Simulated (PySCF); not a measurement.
Scandium: a sound run and one with changed settings

Sound run: Sc [Ar] 3d1 4s2, Sc⁺ [Ar] 3d1 4s1. Calculation: PySCF 2.14, in 6-31G* (5s4p2d1f, 34 functions); the non-relativistic Hamiltonian (point nucleus). The sound run starts from symmetry-adapted Hartree-Fock orbitals and uses a fine grid where one is needed.

Changed run: radial step 1.2 in ln r (0.13 in the sound run). This setting is unsound on purpose.

```tsv
species	method	sound run (hartree)	changed run (hartree)	converged
Sc	UHF	-759.67571	-759.67571	yes
Sc	PBE0	-760.36496	-757.11359	yes
Sc	M06-L	n/a	-755.34981	yes
Sc⁺	UHF	-759.47888	-759.47888	yes
Sc⁺	PBE0	-760.13286	-756.87039	yes
Sc⁺	M06-L	n/a	-755.09476	yes
```

Ionisation energy of Sc:

| method | sound run (eV) | changed run (eV) |
| --- | --- | --- |
| UHF | 5.356 | 5.356 |
| PBE0 | 6.316 | 6.618 |
| M06-L | n/a | 6.940 |

A coarse radial grid mis-integrates the density and the exchange-correlation energy, with errors of either sign; Hartree-Fock needs no grid.

For comparison, NIST gives 6.561 eV between the lowest levels.
